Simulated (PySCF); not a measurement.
**Two-photon absorption: SMILES [SiH3]c1cc[o+]cc1, [C$_{5}$H$_{7}$OSi]+, charge +1**

Geometry:
```
atom   x (Å)   y (Å)   z (Å)
 Si1   2.339  -0.056   0.105
  C2   0.408   0.004   0.014
  C3  -0.319   1.191   0.170
  C4  -1.692   1.166   0.099
  O5  -2.354   0.054  -0.113
  C6  -1.716  -1.082  -0.260
  C7  -0.345  -1.158  -0.204
  H8   2.572  -0.756   1.365
  H9   2.709  -0.824  -1.079
 H10   2.759   1.339   0.090
 H11   0.188   2.126   0.344
 H12  -2.325   2.038   0.206
 H13  -2.368  -1.931  -0.428
 H14   0.143  -2.111  -0.330
```

Total charge +1.

Computed with PySCF 2.14.0, TDDFT CAM-B3LYP/def2-SVPD excited states, vertical, gas phase. Geometry: GFN2-xTB.

Task: How strongly do the lowest singlets absorb one photon, and two photons of half the energy?

Result: δ for parallel linear polarisation; σ at the peak of a Lorentzian of half width 0.1 eV, single beam; Ω is circular over linear.
```csv
state,E (eV),f,photon λ (nm),δ (au),σ (GM),Ω,main
S1,5.04,0.005,492,4.61,0.04,1.44,HOMO−2→LUMO 0.89
S2,5.25,0.124,473,11,0.11,1.44,HOMO→LUMO 0.94
S3,5.89,0.165,421,265,3.37,0.97,"HOMO−1→LUMO 0.84, HOMO→LUMO+1 0.08"
S4,6.28,0.003,395,12.2,0.18,1.50,HOMO−3→LUMO 0.90
S5,6.73,0.000,368,<0.1,0.00,–,HOMO−2→LUMO+1 0.88
```

Among these, the strongest one-photon state is S3, the strongest two-photon state S3.
